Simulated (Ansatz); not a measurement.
`Cc1csc(-c2sc(-c3sc(-c4sc(-c5sc(-c6sccc6C)cc5C)cc4C)cc3C)cc2C)c1` with charge +1. The state is a doublet with charge 1. Geometry r2SCAN-D4/def2-SVP, that of the neutral singlet; atoms count from 1.

```xyz
62

C    -0.482   10.790   -4.591
C    -0.484    9.291   -4.638
C    -0.869    8.543   -5.732
S    -0.750    6.848   -5.443
C    -0.191    7.102   -3.806
C     0.104    5.979   -2.948
S    -0.712    4.458   -3.197
C     0.155    3.685   -1.892
C    -0.056    2.312   -1.521
S     0.779    1.695   -0.114
C     0.080    0.103   -0.295
C     0.361   -0.980    0.607
S    -0.448   -2.508    0.348
C     0.340   -3.252    1.718
C     0.097   -4.612    2.114
S     0.859   -5.209    3.571
C     0.160   -6.795    3.385
C     0.442   -7.839    4.341
S     1.934   -7.813    5.251
C     1.517   -9.249    6.098
C     0.296   -9.736    5.694
C    -0.337   -8.944    4.693
C    -1.688   -9.257    4.126
C    -0.638   -6.828    2.249
C    -0.688   -5.611    1.524
C    -1.484   -5.449    0.264
C     1.185   -2.327    2.326
C     1.210   -1.051    1.720
C     2.057    0.075    2.229
C    -0.760    0.089   -1.405
C    -0.850    1.315   -2.103
C    -1.701    1.497   -3.322
C     1.019    4.603   -1.302
C     1.005    5.894   -1.882
C     1.886    7.014   -1.419
C    -0.100    8.462   -3.543
H     0.527   11.183   -4.382
H    -0.823   11.221   -5.543
H    -1.146   11.164   -3.793
H    -1.217    8.907   -6.699
H     2.195   -9.657    6.847
H    -0.155  -10.639    6.113
H    -1.617   -9.779    3.156
H    -2.277   -8.340    3.961
H    -2.251   -9.912    4.808
H    -1.152   -7.730    1.915
H    -1.967   -6.398   -0.009
H    -2.275   -4.688    0.374
H    -0.852   -5.134   -0.583
H     1.785   -2.575    3.205
H     1.447    0.943    2.529
H     2.766    0.431    1.462
H     2.639   -0.247    3.105
H    -1.307   -0.805   -1.714
H    -2.184    0.549   -3.598
H    -1.110    1.841   -4.187
H    -2.496    2.245   -3.159
H     1.672    4.337   -0.466
H     1.348    7.707   -0.749
H     2.748    6.621   -0.859
H     2.262    7.606   -2.268
H     0.195    8.856   -2.570
```

Single mean-field runs in def2-SVP are fitted with def2-universal-jkfit.

Q: Estimate the Mulliken populations of the heavy atoms from the PBE0/def2-SVP orbitals of Ansatz.

A: 
```json
{"atom": "C1", "charge (e)": "0.02", "spin (α − β)": "0.00"}
{"atom": "C2", "charge (e)": "-0.12", "spin (α − β)": "-0.03"}
{"atom": "C3", "charge (e)": "-0.10", "spin (α − β)": "0.09"}
{"atom": "S4", "charge (e)": "0.14", "spin (α − β)": "0.00"}
{"atom": "C5", "charge (e)": "-0.15", "spin (α − β)": "-0.03"}
{"atom": "C6", "charge (e)": "-0.07", "spin (α − β)": "0.16"}
{"atom": "S7", "charge (e)": "0.15", "spin (α − β)": "-0.02"}
{"atom": "C8", "charge (e)": "-0.09", "spin (α − β)": "-0.01"}
{"atom": "C9", "charge (e)": "-0.04", "spin (α − β)": "0.15"}
{"atom": "S10", "charge (e)": "0.13", "spin (α − β)": "-0.04"}
{"atom": "C11", "charge (e)": "-0.07", "spin (α − β)": "0.05"}
{"atom": "C12", "charge (e)": "-0.06", "spin (α − β)": "0.09"}
{"atom": "S13", "charge (e)": "0.13", "spin (α − β)": "-0.03"}
{"atom": "C14", "charge (e)": "-0.05", "spin (α − β)": "0.09"}
{"atom": "C15", "charge (e)": "-0.09", "spin (α − β)": "0.02"}
{"atom": "S16", "charge (e)": "0.16", "spin (α − β)": "-0.02"}
{"atom": "C17", "charge (e)": "-0.08", "spin (α − β)": "0.10"}
{"atom": "C18", "charge (e)": "-0.14", "spin (α − β)": "-0.02"}
{"atom": "S19", "charge (e)": "0.14", "spin (α − β)": "0.00"}
{"atom": "C20", "charge (e)": "-0.07", "spin (α − β)": "0.07"}
{"atom": "C21", "charge (e)": "-0.01", "spin (α − β)": "-0.03"}
{"atom": "C22", "charge (e)": "-0.08", "spin (α − β)": "0.06"}
{"atom": "C23", "charge (e)": "0.01", "spin (α − β)": "-0.01"}
{"atom": "C24", "charge (e)": "-0.02", "spin (α − β)": "-0.02"}
{"atom": "C25", "charge (e)": "-0.11", "spin (α − β)": "0.08"}
{"atom": "C26", "charge (e)": "0.02", "spin (α − β)": "-0.01"}
{"atom": "C27", "charge (e)": "-0.03", "spin (α − β)": "0.03"}
{"atom": "C28", "charge (e)": "-0.11", "spin (α − β)": "0.05"}
{"atom": "C29", "charge (e)": "0.02", "spin (α − β)": "-0.01"}
{"atom": "C30", "charge (e)": "-0.02", "spin (α − β)": "0.08"}
{"atom": "C31", "charge (e)": "-0.12", "spin (α − β)": "0.00"}
{"atom": "C32", "charge (e)": "0.02", "spin (α − β)": "0.00"}
{"atom": "C33", "charge (e)": "-0.02", "spin (α − β)": "0.10"}
{"atom": "C34", "charge (e)": "-0.09", "spin (α − β)": "-0.03"}
{"atom": "C35", "charge (e)": "0.02", "spin (α − β)": "0.00"}
{"atom": "C36", "charge (e)": "0.03", "spin (α − β)": "0.07"}
```
Mulliken values and Mayer orders depend strongly on the basis.

Q: Where does the spin sit?

A: Summed by element: C 1.11, S -0.11, H 0.00, of 1 unpaired in all. Largest on single atoms: C6 0.16, C9 0.15, C17 0.10.

Q: And the Mayer bond orders between bonded heavy atoms (over 0.3, the first 40 of 41)?

A: C1–C2 1.06 (1.50 Å); C2–C3 1.53 (1.38 Å); C2–C36 1.28 (1.43 Å); C3–S4 1.17 (1.72 Å); S4–C5 1.13 (1.75 Å); C5–C6 1.16 (1.44 Å); C5–C36 1.45 (1.39 Å); C6–S7 1.13 (1.74 Å); C6–C34 1.43 (1.40 Å); S7–C8 1.10 (1.75 Å); C8–C9 1.25 (1.44 Å); C8–C33 1.37 (1.39 Å); C9–S10 1.11 (1.75 Å); C9–C31 1.36 (1.40 Å); S10–C11 1.11 (1.75 Å); C11–C12 1.28 (1.44 Å); C11–C30 1.35 (1.39 Å); C12–S13 1.10 (1.75 Å); C12–C28 1.36 (1.40 Å); S13–C14 1.12 (1.75 Å); C14–C15 1.25 (1.44 Å); C14–C27 1.36 (1.39 Å); C15–S16 1.10 (1.75 Å); C15–C25 1.39 (1.40 Å); S16–C17 1.15 (1.74 Å); C17–C18 1.17 (1.44 Å); C17–C24 1.42 (1.39 Å); C18–S19 1.13 (1.75 Å); C18–C22 1.46 (1.40 Å); S19–C20 1.19 (1.72 Å); C20–C21 1.51 (1.38 Å); C21–C22 1.30 (1.43 Å); C22–C23 1.09 (1.50 Å); C24–C25 1.34 (1.42 Å); C25–C26 1.09 (1.50 Å); C27–C28 1.40 (1.41 Å); C28–C29 1.09 (1.50 Å); C30–C31 1.40 (1.41 Å); C31–C32 1.09 (1.50 Å); C33–C34 1.37 (1.42 Å).
